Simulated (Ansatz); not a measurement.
Compare A (`N=[CH][AlH][CH2][SiH3]`) with its isomer B (`C[N]1[AlH][CH]1[SiH3]`).

Isolated molecules relaxed with PBE0-D4/def2-TZVP in Ansatz; ΔE leaves out vibrations. CBS: MP2 limit from def2 TZ/QZ plus the TZ coupled-cluster correction, frozen cores. Functionals use def2-TZVPP. B3LYP here is the variant with VWN-RPA as its local correlation; programs differ in this. One conformer a species, not always the lowest.

(1) Which isomer does CCSD(T)/CBS put lower? Give the gap. (Estimate.)

(2) Give E(B) − E(A) in kJ/mol with ωB97M-V, r2SCAN-D4, B3LYP-D4, CCSD/def2-TZVPP, PBE0-D4, HF/def2-TZVPP, CCSD(T)/def2-TZVPP. (An estimate is asked.)

Largest T1 diagnostic: 0.015.

Answers

(1) The calculation gave: A, by 62.5 kJ/mol.

(2) Computed: ωB97M-V 62.4, r2SCAN-D4 52.7, B3LYP-D4 62.2, CCSD/def2-TZVPP 68.4, PBE0-D4 49.5, HF/def2-TZVPP 93.4, CCSD(T)/def2-TZVPP 65.8. None reverses the order clearly.

In def2-TZVPP, CCSD(T) changes the Hartree–Fock value by −27.6 kJ/mol (the triples alone add −2.6 kJ/mol) and MP2 by −41.8 kJ/mol. The D4 term adds −6.4 kJ/mol with B3LYP and −3.3 kJ/mol with PBE0; it sums over pairs of atoms, weighted by their polarisabilities, and B3LYP, whose exchange is more repulsive, gets the larger term.
